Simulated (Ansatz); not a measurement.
Gas-phase electronic energies from Ansatz, PBE0-D4/def2-TZVP geometries. CCSD(T)/CBS is the MP2 limit (def2-TZVPP, def2-QZVPP) plus CCSD(T) − MP2 in def2-TZVPP, frozen cores. This one scheme is used for every species. def2 core potentials past Kr. For Zr outer-core shells are correlated without core-valence functions, which leaves a few kJ/mol of doubt a bond. One conformer a species, not always the lowest.

Consider the formal hydrolysis of a Zr–C bond: `[CH3][Zr]([OH])([OH])[F]` + H₂O → `[OH][Zr]([OH])([OH])[F]` + CH₄.

`[CH3][Zr]([OH])([OH])[F]`:

```xyz
10

C    -1.363   -0.224   -0.780
Zr    0.327    0.266    0.581
O     1.089   -1.418    1.086
O     1.497    1.393   -0.434
F    -0.425    1.188    2.083
H    -2.099   -0.863   -0.278
H    -1.877    0.685   -1.111
H    -1.016   -0.755   -1.674
H     1.643   -2.146    1.348
H     2.223    1.874   -0.820
```

H₂O:

Z-matrix (Å, degrees):
```
O
H 1 0.960
H 1 0.960 2 105.1
```

`[OH][Zr]([OH])([OH])[F]`:

Cartesian coordinates in Å:
```
O -1.555 0.901 0.371
Zr 0.018 -0.199 0.325
O -0.072 -1.433 -1.144
O 1.592 0.890 0.186
F 0.110 -1.202 1.961
H -2.360 1.379 0.198
H 0.029 -1.916 -1.958
H 2.237 1.579 0.063
```

CH₄:

Cartesian coordinates in Å:
```
C 0.000 0.000 0.000
H 0.945 -0.503 0.203
H 0.182 0.881 -0.615
H -0.460 0.303 0.941
H -0.667 -0.680 -0.528
```

```json
{"species": "`[CH3][Zr]([OH])([OH])[F]`", "MP2/def2-SVP energy (Eh)": "-337.42384"}
{"species": "H₂O", "MP2/def2-SVP energy (Eh)": "-76.16208"}
{"species": "`[OH][Zr]([OH])([OH])[F]`", "MP2/def2-SVP energy (Eh)": "-373.33201"}
{"species": "CH₄", "MP2/def2-SVP energy (Eh)": "-40.33046"}
```

Problem. Work out ΔE.

Solution. ΔE = (-373.33201) + (-40.33046) − (-337.42384) − (-76.16208) = -0.07655 Eh = -201.0 kJ/mol. CCSD(T)/CBS gives -170.5 kJ/mol.

Largest T1 diagnostic among the species: 0.017.

In def2-TZVPP, CCSD(T) changes the Hartree–Fock value by +16.4 kJ/mol (the triples alone add +1.3 kJ/mol) and MP2 by +12.9 kJ/mol. From BLYP to BHLYP (50 % exact exchange), in def2-TZVPP and without D4, ΔE moves by −4.0 kJ/mol.
